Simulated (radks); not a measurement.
The numbers below are computed, except where a source is named.
Question: These are the eigenvalues of the occupied orbitals of an atom or ion with whole-number occupations (eV). Code: a radial shooting solver on a logarithmic mesh with Libxc functionals. Model: Dirac Kohn-Sham, relativistic LDA (MacDonald-Vosko exchange, VWN5 correlation), spin-unpolarised, spherical densities, finite nucleus; Fermi nuclear charge, rms radius of each element as measured or else 0.836 A^(1/3) + 0.57 fm.

| orbital | eigenvalue |
|---|---|
| 1s1/2 | -35531.08 |
| 2s1/2 | -6679.171 |
| 2p1/2 | -6374.212 |
| 2p3/2 | -6049.761 |
| 3s1/2 | -2280.859 |
| 3p1/2 | -2159.520 |
| 3p3/2 | -2088.535 |
| 3d3/2 | -1888.003 |
| 3d5/2 | -1871.956 |

Which element is it, and in what charge state? The configuration may be excited. Open shells, if any, fill j = l - 1/2 first.

Answer: Z = 54, xenon, charge +31: Xe31+ in [Ar] 3d5. The list shows which subshells hold electrons but not how many an open one holds; the 1s level, -1305.7 hartree, gives Z - s = 51.1 by -(Z - s)^2/2, which with screening and relativity narrows Z to a few neighbours, and the depths of the outer levels then fix element, charge and occupations together.
